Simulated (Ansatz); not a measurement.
# Nudged elastic band run: Cl$_{3}$H$_{4}$OSiZr

Input:

```yaml
crystal:
  periodic: [false, false, false]
  atoms:
    - { symbol: Zr, position_ang: [0.011657, 0.022011, -0.293115] }
    - { symbol: Cl, position_ang: [0.229633, 0.231808, 2.044887] }
    - { symbol: Cl, position_ang: [2.139623, -0.128597, -1.289994] }
    - { symbol: Cl, position_ang: [-1.155323, 1.874645, -1.158936] }
    - { symbol: O, position_ang: [-0.963003, -1.555471, -0.677573] }
    - { symbol: H, position_ang: [-1.486115, -2.346985, -0.872254] }
    - { symbol: Si, position_ang: [0.001756, 0.029872, 5.903311] }
    - { symbol: H, position_ang: [-0.758854, -1.185426, 6.362788] }
    - { symbol: H, position_ang: [1.434419, -0.024179, 6.361012] }
    - { symbol: H, position_ang: [-0.668894, 1.294723, 6.367475] }
magnetization:
  spin_polarized: true
  initial_magnetization: 1
basis:
  gaussian: { orbitals: def2-SVP }
hamiltonian:
  xc: pbe
neb:
  order_check: false
  images: 7
  f_tol: 0.03
  max_iterations: 60
  final_atoms:
    - { symbol: Zr, position_ang: [-0.01088051, 0.03120259, -0.431019] }
    - { symbol: Cl, position_ang: [0.04635751, -0.02692234, 3.04974258] }
    - { symbol: Cl, position_ang: [2.34558168, -0.06702435, -0.58110948] }
    - { symbol: Cl, position_ang: [-1.18931489, 2.0793251, -0.48477456] }
    - { symbol: O, position_ang: [-0.99308728, -1.59879524, -0.41590817] }
    - { symbol: H, position_ang: [-1.52388349, -2.40866065, -0.43546099] }
    - { symbol: Si, position_ang: [0.03107196, 0.0411908, 5.15533166] }
    - { symbol: H, position_ang: [-0.72176988, -1.15413964, 5.65836125] }
    - { symbol: H, position_ang: [1.44778934, 0.0101315, 5.64438934] }
    - { symbol: H, position_ang: [-0.64696544, 1.30609323, 5.58804837] }
  initial_path:
    images:
      - { positions_ang: [[0.011657, 0.022011, -0.293115], [0.229633, 0.231808, 2.044887], [2.139623, -0.128597, -1.289994], [-1.155323, 1.874645, -1.158936], [-0.963003, -1.555471, -0.677573], [-1.486115, -2.346985, -0.872254], [0.001756, 0.029872, 5.903311], [-0.758854, -1.185426, 6.362788], [1.434419, -0.024179, 6.361012], [-0.668894, 1.294723, 6.367475]] }
      - { positions_ang: [[0.00788248, 0.01621232, -0.2199047], [0.17249832, 0.17386162, 2.2260958], [2.19761193, -0.09777877, -1.17833596], [-1.16360401, 1.92014212, -1.07880972], [-0.96781452, -1.58886145, -0.67998905], [-1.47366692, -2.29865717, -0.63266308], [0.00258524, 0.02267416, 5.72741293], [-0.75403198, -1.17797558, 6.19430158], [1.42093034, -0.03458194, 6.19198315], [-0.65749188, 1.27736568, 6.19751004]] }
      - { positions_ang: [[0.00410796, 0.01041364, -0.1466944], [0.11536364, 0.11591525, 2.40730461], [2.25560086, -0.06696053, -1.06667793], [-1.17188502, 1.96563923, -0.99868343], [-0.97262604, -1.62225189, -0.6824051], [-1.46121883, -2.25032934, -0.39307215], [0.00341447, 0.01547632, 5.55151486], [-0.74920996, -1.17052517, 6.02581516], [1.40744167, -0.04498487, 6.0229543], [-0.64608976, 1.26000836, 6.02754508]] }
      - { positions_ang: [[0.00033345, 0.00461496, -0.07348411], [0.05822896, 0.05796887, 2.58851341], [2.31358979, -0.0361423, -0.95501989], [-1.18016603, 2.01113635, -0.91855715], [-0.97743755, -1.65564234, -0.68482115], [-1.44877075, -2.20200151, -0.15348123], [0.00424371, 0.00827848, 5.3756168], [-0.74438794, -1.16307475, 5.85732875], [1.39395301, -0.05538781, 5.85392545], [-0.63468764, 1.24265105, 5.85758012]] }
      - { positions_ang: [[-0.00344107, -0.00118371, -0.00027381], [0.00109428, 2.249e-05, 2.76972222], [2.37157872, -0.00532407, -0.84336186], [-1.18844704, 2.05663346, -0.83843087], [-0.98224907, -1.68903279, -0.6872372], [-1.43632266, -2.15367368, 0.0861097], [0.00507294, 0.00108064, 5.19971873], [-0.73956592, -1.15562433, 5.68884233], [1.38046435, -0.06579075, 5.6848966], [-0.62328552, 1.22529373, 5.68761516]] }
      - { positions_ang: [[-0.00530093, 0.00691286, -0.10796011], [0.01241009, -0.00671372, 2.83972731], [2.36507946, -0.02074914, -0.77779876], [-1.188664, 2.06230637, -0.75001679], [-0.98495862, -1.6664734, -0.61940494], [-1.45821287, -2.21742042, -0.04428297], [0.0115727, 0.01110818, 5.18862196], [-0.73511691, -1.15525316, 5.68122206], [1.39729559, -0.04681018, 5.67476979], [-0.6292055, 1.2454936, 5.66272346]] }
      - { positions_ang: [[-0.00716079, 0.01500944, -0.2156464], [0.02372589, -0.01344992, 2.9097324], [2.3585802, -0.03617421, -0.71223567], [-1.18888097, 2.06797928, -0.66160272], [-0.98766817, -1.64391401, -0.55157268], [-1.48010308, -2.28116716, -0.17467565], [0.01807245, 0.02113572, 5.1775252], [-0.7306679, -1.15488199, 5.67360179], [1.41412684, -0.02782962, 5.66464297], [-0.63512548, 1.26569348, 5.63783176]] }
      - { positions_ang: [[-0.00902065, 0.02310601, -0.3233327], [0.0350417, -0.02018613, 2.97973749], [2.35208094, -0.05159928, -0.64667257], [-1.18909793, 2.07365219, -0.57318864], [-0.99037773, -1.62135463, -0.48374043], [-1.50199328, -2.3449139, -0.30506832], [0.02457221, 0.03116326, 5.16642843], [-0.72621889, -1.15451081, 5.66598152], [1.43095809, -0.00884906, 5.65451615], [-0.64104546, 1.28589335, 5.61294007]] }
      - { positions_ang: [[-0.01088051, 0.03120259, -0.431019], [0.04635751, -0.02692234, 3.04974258], [2.34558168, -0.06702435, -0.58110948], [-1.18931489, 2.0793251, -0.48477456], [-0.99308728, -1.59879524, -0.41590817], [-1.52388349, -2.40866065, -0.43546099], [0.03107196, 0.0411908, 5.15533166], [-0.72176988, -1.15413964, 5.65836125], [1.44778934, 0.0101315, 5.64438934], [-0.64696544, 1.30609323, 5.58804837]] }
```

Launched with:

```bash
$ ansatz run input.yaml --threads 4 --pin off --max-ram 5120MiB --backend cpu --events-out ev --progress --plain --runs-dir out
```

Output, in part (warnings, iteration lines, the closing report on the highest movable image, with atoms numbered from 0):

```
NEB end point (image 0): max|allowed force component| = 1.050e-2 eV/Å (the criterion of neb.relax_end_points is 1.000e-2)
NEB end point (image 8): max|allowed force component| = 1.888e-2 eV/Å (the criterion of neb.relax_end_points is 1.000e-2)
NEB iter   1: max|band force component| = 8.819e0 eV/Å  barrier→ = 1.4836 eV  barrier← = 0.9925 eV  Δτ_max = 0.2000 Å  (657 SCF iters)
NEB iter   2: max|band force component| = 1.312e0 eV/Å  barrier→ = 0.9586 eV  barrier← = 0.4675 eV  Δτ_max = 0.1991 Å  (267 SCF iters)
NEB iter   3: max|band force component| = 1.183e0 eV/Å  barrier→ = 0.6908 eV  barrier← = 0.1997 eV  Δτ_max = 0.2000 Å  (249 SCF iters)
NEB iter   4: max|band force component| = 1.000e0 eV/Å  barrier→ = 0.6360 eV  barrier← = 0.1449 eV  Δτ_max = 0.1925 Å  (252 SCF iters)
NEB iter   5: max|band force component| = 9.992e-1 eV/Å  barrier→ = 0.6468 eV  barrier← = 0.1557 eV  Δτ_max = 0.1001 Å  (245 SCF iters)
NEB iter   6: max|band force component| = 3.632e-1 eV/Å  barrier→ = 0.6136 eV  barrier← = 0.1226 eV  CI = image 6  Δτ_max = 0.1921 Å  (232 SCF iters)
NEB iter   7: max|band force component| = 3.767e-1 eV/Å  barrier→ = 0.5917 eV  barrier← = 0.1006 eV  CI = image 6  Δτ_max = 0.0982 Å  (241 SCF iters)
NEB iter   8: max|band force component| = 2.685e-1 eV/Å  barrier→ = 0.5795 eV  barrier← = 0.0884 eV  CI = image 6  Δτ_max = 0.1002 Å  (237 SCF iters)
NEB iter   9: max|band force component| = 3.971e-1 eV/Å  barrier→ = 0.5691 eV  barrier← = 0.0780 eV  CI = image 6  Δτ_max = 0.0501 Å  (233 SCF iters)
NEB iter  10: max|band force component| = 1.637e-1 eV/Å  barrier→ = 0.5624 eV  barrier← = 0.0714 eV  CI = image 6  Δτ_max = 0.1002 Å  (228 SCF iters)
NEB iter  11: max|band force component| = 9.550e-2 eV/Å  barrier→ = 0.5569 eV  barrier← = 0.0658 eV  CI = image 6  Δτ_max = 0.1001 Å  (232 SCF iters)
NEB iter  12: max|band force component| = 1.428e-1 eV/Å  barrier→ = 0.5538 eV  barrier← = 0.0627 eV  CI = image 6  Δτ_max = 0.0504 Å  (233 SCF iters)
NEB iter  13: max|band force component| = 8.077e-2 eV/Å  barrier→ = 0.5515 eV  barrier← = 0.0604 eV  CI = image 6  Δτ_max = 0.0502 Å  (229 SCF iters)
NEB iter  14: max|band force component| = 7.938e-2 eV/Å  barrier→ = 0.5483 eV  barrier← = 0.0572 eV  CI = image 6  Δτ_max = 0.0500 Å  (230 SCF iters)
NEB iter  15: max|band force component| = 7.243e-2 eV/Å  barrier→ = 0.5453 eV  barrier← = 0.0542 eV  CI = image 6  Δτ_max = 0.0499 Å  (228 SCF iters)
NEB iter  16: max|band force component| = 9.664e-2 eV/Å  barrier→ = 0.5418 eV  barrier← = 0.0507 eV  CI = image 6  Δτ_max = 0.0250 Å  (230 SCF iters)
NEB iter  17: max|band force component| = 8.316e-2 eV/Å  barrier→ = 0.5401 eV  barrier← = 0.0490 eV  CI = image 6  Δτ_max = 0.0250 Å  (232 SCF iters)
NEB iter  18: max|band force component| = 7.531e-2 eV/Å  barrier→ = 0.5383 eV  barrier← = 0.0472 eV  CI = image 6  Δτ_max = 0.0250 Å  (237 SCF iters)
NEB iter  19: max|band force component| = 7.214e-2 eV/Å  barrier→ = 0.5365 eV  barrier← = 0.0454 eV  CI = image 6  Δτ_max = 0.0500 Å  (236 SCF iters)
NEB iter  20: max|band force component| = 6.971e-2 eV/Å  barrier→ = 0.5327 eV  barrier← = 0.0416 eV  CI = image 6  Δτ_max = 0.0500 Å  (230 SCF iters)
NEB iter  21: max|band force component| = 7.148e-2 eV/Å  barrier→ = 0.5289 eV  barrier← = 0.0378 eV  CI = image 6  Δτ_max = 0.0499 Å  (232 SCF iters)
NEB iter  22: max|band force component| = 7.153e-2 eV/Å  barrier→ = 0.5247 eV  barrier← = 0.0336 eV  CI = image 6  Δτ_max = 0.0499 Å  (231 SCF iters)
NEB iter  23: max|band force component| = 5.786e-2 eV/Å  barrier→ = 0.5204 eV  barrier← = 0.0293 eV  CI = image 6  Δτ_max = 0.0499 Å  (229 SCF iters)
NEB iter  24: max|band force component| = 6.354e-2 eV/Å  barrier→ = 0.5158 eV  barrier← = 0.0247 eV  CI = image 6  Δτ_max = 0.0499 Å  (231 SCF iters)
NEB iter  25: max|band force component| = 7.655e-2 eV/Å  barrier→ = 0.5109 eV  barrier← = 0.0198 eV  CI = image 6  Δτ_max = 0.0499 Å  (231 SCF iters)
NEB iter  26: max|band force component| = 7.808e-2 eV/Å  barrier→ = 0.5057 eV  barrier← = 0.0146 eV  CI = image 6  Δτ_max = 0.0499 Å  (231 SCF iters)
NEB iter  27: max|band force component| = 7.950e-2 eV/Å  barrier→ = 0.5002 eV  barrier← = 0.0091 eV  CI = image 6  Δτ_max = 0.0499 Å  (229 SCF iters)
NEB iter  28: max|band force component| = 7.194e-2 eV/Å  barrier→ = 0.4946 eV  barrier← = 0.0035 eV  CI = image 6  Δτ_max = 0.0500 Å  (230 SCF iters)
NEB iter  29: max|band force component| = 1.318e-1 eV/Å  barrier→ = 0.4954 eV  barrier← = 0.0043 eV  CI = image 6  Δτ_max = 0.0250 Å  (234 SCF iters)
NEB iter  30: max|band force component| = 1.395e-1 eV/Å  barrier→ = 0.4954 eV  barrier← = 0.0043 eV  CI = image 6  Δτ_max = 0.0501 Å  (235 SCF iters)
NEB iter  31: max|band force component| = 1.260e-1 eV/Å  barrier→ = 0.4930 eV  barrier← = 0.0019 eV  CI = image 6  Δτ_max = 0.1001 Å  (235 SCF iters)
NEB iter  32: max|band force component| = 1.052e-1 eV/Å  barrier→ = 0.4887 eV  barrier← = -0.0024 eV  CI = image 6  Δτ_max = 0.0998 Å  (231 SCF iters)
NEB iter  33: max|band force component| = 1.364e-1 eV/Å  barrier→ = 0.4871 eV  barrier← = -0.0040 eV  CI = image 6  Δτ_max = 0.0502 Å  (231 SCF iters)
NEB iter  34: max|band force component| = 2.652e-1 eV/Å  barrier→ = 0.4859 eV  barrier← = -0.0052 eV  CI = image 7  Δτ_max = 0.0603 Å  (229 SCF iters)
NEB iter  35: max|band force component| = 4.009e-2 eV/Å  barrier→ = 0.4861 eV  barrier← = -0.0050 eV  CI = image 7  Δτ_max = 0.0617 Å  (235 SCF iters)
NEB iter  36: max|band force component| = 3.677e-2 eV/Å  barrier→ = 0.4863 eV  barrier← = -0.0048 eV  CI = image 7  Δτ_max = 0.0589 Å  (235 SCF iters)
NEB iter  37: max|band force component| = 3.175e-2 eV/Å  barrier→ = 0.4864 eV  barrier← = -0.0046 eV  CI = image 7  Δτ_max = 0.0493 Å  (232 SCF iters)
NEB iter  38: max|band force component| = 5.349e-2 eV/Å  barrier→ = 0.4865 eV  barrier← = -0.0046 eV  CI = image 7  Δτ_max = 0.0248 Å  (229 SCF iters)
NEB iter  39: max|band force component| = 3.279e-2 eV/Å  barrier→ = 0.4866 eV  barrier← = -0.0045 eV  CI = image 7  Δτ_max = 0.0248 Å  (229 SCF iters)
NEB iter  40: max|band force component| = 1.911e-2 eV/Å  barrier→ = 0.4867 eV  barrier← = -0.0043 eV  CI = image 7  Δτ_max = 0.0000 Å  (534 SCF iters)
Total energy: -48807.17419563 eV, -1793.6305689985 hartree
Atom 0 at    -0.019129     0.032362    -0.364813 Å, force     0.001046     0.000631    -0.000851 eV/Å
Atom 1 at    -0.138331    -0.458591     3.101135 Å, force    -0.000083    -0.002527     0.000134 eV/Å
Atom 2 at     2.343306    -0.057411    -0.399885 Å, force     0.000412     0.000080     0.000935 eV/Å
Atom 3 at    -1.198588     2.074632    -0.188489 Å, force    -0.000194     0.000380     0.002774 eV/Å
Atom 4 at    -1.000848    -1.582067    -0.588674 Å, force    -0.003095    -0.002130     0.000733 eV/Å
Atom 5 at    -1.505273    -2.399646    -0.708465 Å, force     0.002123     0.001400    -0.002495 eV/Å
Atom 6 at     0.045677     0.063824     5.131302 Å, force    -0.001663    -0.000568     0.000265 eV/Å
Atom 7 at    -0.666026    -0.970578     5.951431 Å, force     0.000407     0.001090     0.002517 eV/Å
Atom 8 at     1.502466     0.098380     5.482035 Å, force     0.000472     0.000678    -0.001657 eV/Å
Atom 9 at    -0.578355     1.411498     5.332024 Å, force     0.000575     0.000964    -0.002354 eV/Å
Dipole moment:    -0.303419    -0.476366     0.431555 e Å
```

It converged. The highest image is an end point: on this band no image between the ends rises above it. Inner images lie up to 0.020 eV below the lower end, so the ends aren't the lowest states on this path.

Final band (atoms are numbered from 1 in the order of the input):

```json
{"image": "0", "path coordinate (Å)": "0.00", "energy (kcal/mol)": "0.0", "Zr1–Cl2 (Å)": "2.36", "Cl2–Si7 (Å)": "3.87"}
{"image": "1", "path coordinate (Å)": "1.06", "energy (kcal/mol)": "-0.2", "Zr1–Cl2 (Å)": "2.36", "Cl2–Si7 (Å)": "3.77"}
{"image": "2", "path coordinate (Å)": "2.13", "energy (kcal/mol)": "-0.4", "Zr1–Cl2 (Å)": "2.36", "Cl2–Si7 (Å)": "3.69"}
{"image": "3", "path coordinate (Å)": "3.20", "energy (kcal/mol)": "-0.5", "Zr1–Cl2 (Å)": "2.36", "Cl2–Si7 (Å)": "3.70"}
{"image": "4", "path coordinate (Å)": "4.26", "energy (kcal/mol)": "-0.1", "Zr1–Cl2 (Å)": "2.36", "Cl2–Si7 (Å)": "3.62"}
{"image": "5", "path coordinate (Å)": "5.33", "energy (kcal/mol)": "1.8", "Zr1–Cl2 (Å)": "2.37", "Cl2–Si7 (Å)": "3.11"}
{"image": "6", "path coordinate (Å)": "6.39", "energy (kcal/mol)": "11.1", "Zr1–Cl2 (Å)": "3.52", "Cl2–Si7 (Å)": "2.10"}
{"image": "7", "path coordinate (Å)": "7.46", "energy (kcal/mol)": "11.2", "Zr1–Cl2 (Å)": "3.50", "Cl2–Si7 (Å)": "2.10"}
{"image": "8", "path coordinate (Å)": "8.29", "energy (kcal/mol)": "11.3", "Zr1–Cl2 (Å)": "3.48", "Cl2–Si7 (Å)": "2.11"}
```

Time of the run: 10 min on 4 threads of Intel(R) Xeon(R) Platinum 8488C (Sapphire Rapids), on a shared host, peak memory 0.33 GiB.
